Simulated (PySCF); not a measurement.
System: C2HF2, charge -1, multiplicity 1. It need not be the lowest isomer of its formula. Whether it binds its extra electron was not tested at this geometry. 
Coordinates optimised at B3LYP-D3(BJ)/def2-TZVP (Ansatz):
```xyz
5

F      1.6141    -0.7594    -0.0091
C      0.7066     0.3803    -0.0332
C     -0.5266    -0.1292     0.0184
F     -1.6395     0.7218     0.0113
H     -0.8514    -1.1679     0.0690
```
Charge -1, spin multiplicity 1.

Dispersion corrections to the total energy (kcal/mol) from the dftd3 and dftd4 libraries through PySCF: D3(BJ) without and D4 with the three-body term, each with the damping fitted for the functional named.

| functional | D3(BJ) | D4 |
|---|---|---|
| PW6B95 | -0.56 | -1.45 |
| LC-wPBE | -1.13 | -1.77 |
| B2PLYP | (withheld) | -1.11 |
| B3LYP | -2.23 | -2.58 |
| PBE | -1.29 | -1.60 |
| revPBE | -3.53 | (withheld) |
| PBE0 | (withheld) | -1.31 |

Problem. What belongs in the gaps?

Solution. 
- B2PLYP, D3(BJ): -0.99
- revPBE, D4: -6.14
- PBE0, D3(BJ): -1.07
